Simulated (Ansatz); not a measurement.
LiAg12. Charge 0, multiplicity 2. Geometry PBE-D4/def2-SVP; atoms count from 1.

Cartesian coordinates in Å:
```
Li 2.4211 -1.8373 -0.9353
Ag -2.1589 -1.3914 0.9394
Ag 0.5648 -1.0956 0.8816
Ag -0.2807 1.4024 -0.8793
Ag 1.4568 0.1412 -2.7063
Ag -2.0404 1.2987 1.3465
Ag 2.4928 0.6762 -0.1421
Ag -0.7228 -1.3481 -1.5218
Ag 0.6456 1.7046 1.7426
Ag -2.9437 0.3871 -1.1831
Ag -0.6224 -0.2885 3.2630
Ag 2.4295 -0.2136 2.6414
Ag -1.2417 0.5644 -3.4467
```

In the def2 sets Ag takes a core potential; there is no spin–orbit coupling. Single mean-field runs in def2-TZVP are fitted with def2-universal-jkfit. No other spin state of charge 0 was run. The structure comes from a short search, and lower isomers may exist.

(1) Estimate the Mulliken populations from the PBE0/def2-TZVP orbitals of Ansatz.

(2) Where does the spin sit?

(3) And the Mayer bond orders between bonded heavy atoms (over 0.3)?

## Answers

(1) 
```
atom  charge (e)  spin (α − β)  d electrons
 Li1        0.24          0.13            –
 Ag2        0.01          0.11         9.89
 Ag3        0.46          0.05         9.86
 Ag4        0.20          0.03         9.85
 Ag5       -0.17          0.13         9.88
 Ag6        0.08          0.10         9.88
 Ag7       -0.26          0.20         9.87
 Ag8       -0.06          0.06         9.86
 Ag9        0.12          0.06         9.87
Ag10       -0.19          0.11         9.88
Ag11       -0.28          0.02         9.88
Ag12       -0.13          0.02         9.89
Ag13       -0.03         -0.01         9.89
```
Mulliken values and Mayer orders depend strongly on the basis.

(2) Summed by element: Li 0.13, Ag 0.87, of 1 unpaired in all. Largest on single atoms: Ag7 0.20, Ag5 0.13, Li1 0.13.

(3) Li1–Ag7 0.30 (2.64 Å); Ag2–Ag6 0.31 (2.72 Å); Ag2–Ag10 0.31 (2.88 Å); Ag2–Ag11 0.43 (3.00 Å); Ag3–Ag8 0.37 (2.74 Å); Ag4–Ag9 0.36 (2.80 Å); Ag5–Ag7 0.38 (2.82 Å); Ag5–Ag13 0.38 (2.83 Å); Ag6–Ag10 0.32 (2.84 Å); Ag6–Ag11 0.34 (2.86 Å); Ag7–Ag12 0.42 (2.92 Å); Ag9–Ag11 0.31 (2.81 Å); Ag10–Ag13 0.43 (2.84 Å); Ag11–Ag12 0.35 (3.12 Å).
